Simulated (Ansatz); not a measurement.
Molecule: sum formula HSiO (charge +1, singlet). It need not be the lowest isomer of its formula. 
Geometry from a B3LYP-D3(BJ)/def2-TZVP (Ansatz, a program for electronic structure) optimisation:
```
O
H 1 0.9669
Si 1 1.5433 2 180.00
```
Charge +1, spin multiplicity 1.

Computed values are from Ansatz. Correlated levels leave the core frozen unless marked. Open shells are spin-unrestricted. No spin-orbit coupling. No relativistic terms. Basis-set limits of correlation are two-point, X^-3; Hartree-Fock from the larger set (for Q and 5 zeta extrapolated as (X+1)exp(-9√X)).

The vertical ionisation energy (to the doublet) comes out as 19.72 eV at CCSD(T)/CBS(def2-TZVPPD,def2-QZVPPD) and the vertical electron affinity (to the doublet; negative means unbound) comes out as 6.21 eV at CCSD(T)/CBS(aug-cc-pV(T+d)Z,aug-cc-pV(Q+d)Z). The total energy is -364.5633 Eh at CCSD(T)/CBS(cc-pV(Q+d)Z,cc-pV(5+d)Z). The T1 diagnostic is 0.016 at CCSD/cc-pV(5+d)Z.
